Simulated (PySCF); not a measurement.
Cartesian coordinates (Å):
```xyz
7

O     -1.0049    -0.3876     0.4357
B      0.0970     0.1723    -0.1697
O     -0.0380     1.3945    -0.7508
O      1.3354    -0.4019    -0.2389
H     -0.8700    -1.2478     0.8334
H     -0.9314     1.7316    -0.6616
H      1.4118    -1.2611     0.1746
```
Charge 0, spin multiplicity 1.

**Question.** Predict the HOMO, HOMO–LUMO gap and dipole moment from PBE-D3(BJ)/def2-TZVP // PBE0-D3(BJ)/def2-TZVP in PySCF.

**Answer.** 
| Property | Value |
|---|---|
| HOMO | -7.42 eV |
| HOMO–LUMO gap | 6.70 eV |
| dipole moment | 2.93 D |
